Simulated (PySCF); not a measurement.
**Steps of a relaxation of [Tm(H2O)]3+**

[Tm(H2O)]3+ (singlet in the valence; each metal's 4f electrons, 12 of them, lie in its core potential, out of spins and levels). PySCF 2.14.0, RKS r2SCAN, Tm lcecp-1-SVP with ECP58, O def2-SVP, H def2-SVP; non-relativistic Hamiltonian with scalar-relativistic core potentials where named; density fitting; no spin-orbit coupling. Origin of the start: template. Columns: position (Å) and force (eV/Å). Energies are counted from the last step; some of the 6 steps are shown. Forces carry noise of the integration grid, about 0.01 to 0.03 eV/Å.

Run from Python with OMP_NUM_THREADS=2. Where DIIS fails, smearing, a level shift and second-order steps follow.
It took 16 s on 2 threads of Arm Neoverse V1, with other jobs on the host, from the converged density of the start.

```xyz
4
step 0  E = 0.369 eV
Tm    0.0000    0.0000   -0.2385     0.00    0.00    1.98
O     0.0000    0.0000    2.1715     0.00    0.00   -3.50
H     0.7700    0.0000    2.7615     0.99    0.00    0.76
H    -0.7700    0.0000    2.7615    -0.99    0.00    0.76
```

```xyz
4
step 2  E = 0.018 eV
Tm    0.0000    0.0000   -0.0582     0.00    0.00   -0.18
O     0.0000    0.0000    2.0637     0.00    0.00    1.24
H     0.7861    0.0000    2.7252    -0.45    0.00   -0.53
H    -0.7861    0.0000    2.7252     0.45    0.00   -0.53
```

```xyz
4
step 3  E = 0.004 eV
Tm    0.0000    0.0000   -0.0736     0.00    0.00    0.22
O     0.0000    0.0000    2.0810     0.00    0.00    0.23
H     0.7843    0.0000    2.7243    -0.19    0.00   -0.22
H    -0.7843    0.0000    2.7243     0.19    0.00   -0.22
```

Question: Where does the relaxation end?

Answer: It converges at step 5 in C2v:
```xyz
4
step 5  E = 0
Tm    0.0000    0.0000   -0.0590
O     0.0000    0.0000    2.0820
H     0.7821    0.0000    2.7164
H    -0.7821    0.0000    2.7164
```

Question: How did the contacts change?

Answer: 
```csv
contact,start (Å),end (Å)
Tm1–O2 (H2O),2.410,2.141
```


No frequency check is given that shows the relaxed geometry to be a minimum. An lcecp potential fixes the number of 4f electrons, so in runs with it no electron can move into or out of that shell.
